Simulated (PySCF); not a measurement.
ClHPbS, SMILES [SH][Pb][Cl] (connectivity only; charge and spin as stated), neutral, multiplicity 1.

Coordinates come from a PBE-D3(BJ)/def2-TZVP optimisation. The def2 effective core potentials stand for the cores of Pb; spin–orbit coupling is left out. Other conformers were not sampled.

Computed with TDDFT-CAM-B3LYP/def2-SVPD (PySCF 2.14.0).

Vertical excitations.  State labels are in the subgroup Cs.

```json
[
 {"state": "S1", "symmetry": "A\"", "energy (eV)": "3.48", "λ (nm)": "356", "f": "0.009", "main pairs": "HOMO→LUMO 99 %"},
 {"state": "S2", "symmetry": "A'", "energy (eV)": "3.96", "λ (nm)": "313", "f": "0.029", "main pairs": "HOMO−1→LUMO 93 %"},
 {"state": "S3", "symmetry": "A\"", "energy (eV)": "4.78", "λ (nm)": "259", "f": "0.004", "main pairs": "HOMO−2→LUMO 99 %"},
 {"state": "S4", "symmetry": "A'", "energy (eV)": "5.09", "λ (nm)": "244", "f": "0.002", "main pairs": "HOMO−3→LUMO 83 %, HOMO→LUMO+1 13 %"},
 {"state": "S5", "symmetry": "A\"", "energy (eV)": "5.20", "λ (nm)": "239", "f": "0.000", "main pairs": "HOMO−4→LUMO 93 %"},
 {"state": "S6", "symmetry": "A\"", "energy (eV)": "5.40", "λ (nm)": "229", "f": "0.015", "main pairs": "HOMO−1→LUMO+1 85 %"},
 {"state": "S7", "symmetry": "A'", "energy (eV)": "5.42", "λ (nm)": "229", "f": "0.067", "main pairs": "HOMO→LUMO+1 82 %"},
 {"state": "S8", "symmetry": "A\"", "energy (eV)": "5.48", "λ (nm)": "226", "f": "0.004", "main pairs": "HOMO−1→LUMO+2 81 %"},
 {"state": "S9", "symmetry": "A\"", "energy (eV)": "6.23", "λ (nm)": "199", "f": "0.017", "main pairs": "HOMO−1→LUMO+3 63 %, HOMO−1→LUMO+4 20 %, HOMO−3→LUMO+1 11 %"},
 {"state": "S10", "symmetry": "A'", "energy (eV)": "6.30", "λ (nm)": "197", "f": "0.335", "main pairs": "HOMO→LUMO+2 64 %, HOMO−2→LUMO+1 19 %"},
 {"state": "T1", "symmetry": "A\"", "energy (eV)": "2.96", "λ (nm)": "419", "f": "0", "main pairs": "HOMO→LUMO 97 %"},
 {"state": "T2", "symmetry": "A'", "energy (eV)": "3.21", "λ (nm)": "386", "f": "0", "main pairs": "HOMO−1→LUMO 98 %"},
 {"state": "T3", "symmetry": "A'", "energy (eV)": "4.60", "λ (nm)": "270", "f": "0", "main pairs": "HOMO−3→LUMO 97 %"},
 {"state": "T4", "symmetry": "A\"", "energy (eV)": "4.60", "λ (nm)": "270", "f": "0", "main pairs": "HOMO−2→LUMO 91 %"}
]
```
Triplets are in the Tamm–Dancoff approximation, which puts them higher than full response would, so one can lie above its singlet here.
